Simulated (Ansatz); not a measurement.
Input for Ansatz (a program for electronic structure): U-wB97X-V/cc-pVTZ on BH3O2 (SMILES OBO), a point of a bond scan (R = 1.931 Å).

Ansatz 0.2 input:
```yaml
crystal:
  periodic: [false, false, false]
  atoms:
    - {symbol: B, position_ang: [-0.32498421, -0.27208544, -0.23351835]}
    - {symbol: H, position_ang: [-1.10969041, -0.98710405, -0.77860010]}
    - {symbol: O, position_ang: [-0.27461651, 1.03161116, -0.60531554]}
    - {symbol: H, position_ang: [1.04654309, 2.04194136, 0.37498358]}
    - {symbol: O, position_ang: [0.51652967, -0.72310754, 0.74487213]}
    - {symbol: H, position_ang: [0.41334292, -1.65727393, 0.94490509]}
basis:
  gaussian:
    orbitals: cc-pVTZ
hamiltonian:
  xc: {name: wB97X-V}
magnetization: {spin_polarized: true, initial_magnetization: 0}
```

The head of its log:

```
WARN ansatz: RAYON_NUM_THREADS=1 ignored (pool sized by the plan → 1); use --threads N
Functional definition: wB97X-V
integrals: 0.05 GiB planned
726 factors; their error is unknown
integrals: 0.08 GiB planned
156 factors; integrals over basis functions are off by at most 2.7e-5 eV
mean field: 0.62 GiB planned
mean field evaluation 1: about -4808.5978 eV, gradient 4.6e1 eV
mean field evaluation 2: about -4796.8390 eV, gradient 7.1e1 eV
```

Predict the final total energy.

-177.0458 hartree. Its determinant has ⟨S²⟩ = 0.60, a mixture of spin states.
